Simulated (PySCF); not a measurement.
2,1,3-benzoselenadiazole, C₆H₄N₂Se.
Numbering: `[cH:1]1[cH:2][cH:3][c:4]2[n:5][se:6][n:7][c:8]2[cH:9]1` (hydrogens: H10 on C1; H11 on C2; H12 on C3; H13 on C9)

The closed-shell ground state was solved at several levels (PySCF, density fitting, gas phase). Isolated species at its PBE0-D3(BJ)/def2-SVP geometry, gas phase. The calculation is non-relativistic and has no spin–orbit coupling, an omission that weighs most on selenium.

```csv
level,basis functions,HOMO (eV),LUMO (eV),gap (eV),dipole (D)
PBE0/pcSseg-1,197,-7.04,-2.63,4.41,1.24
mPW1PW91/pcSseg-1,197,-7.07,-2.65,4.42,1.26
B3LYP/def2-SVPD,233,-6.81,-2.78,4.03,1.25
```

Q: Estimate the row for B3LYP/pcJ-1 (pcSseg-1 on Se), a basis of 297 functions; the other rows only guide the guess.

A: HOMO -6.79 eV, LUMO -2.73 eV, gap 4.06 eV, dipole 1.18 D.

Q: How far do the dipole and the HOMO energy spread over the levels?

A: The dipole runs from 1.18 to 1.26 D (mean 1.23 D) and the HOMO from -7.07 to -6.79 eV.
